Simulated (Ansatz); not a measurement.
Ansatz results at the PBE0-D4/def2-TZVP geometry: HOMO–LUMO gap (PBE0/def2-TZVPP) 5.05 eV; size of the dipole moment (B3LYP/def2-TZVPP) 1.23 D; HOMO energy (PBE0/def2-TZVPP) -6.44 eV.

Which molecule gave them?
A. `C[C]1([AlH2])C=C1`
B. `F[C]1=[C](F)[GeH2]1`
C. `O[SiH2]C[TeH]`
D. `CC1=[C]([AlH2])C1`

A. The others give `F[C]1=[C](F)[GeH2]1`: 7.03, 2.09, -7.68; `CC1=[C]([AlH2])C1`: 5.27, 1.57, -6.98; `O[SiH2]C[TeH]`: 5.48, 1.36, -6.46.

B3LYP here is the variant with VWN-RPA as its local correlation; programs differ in this.
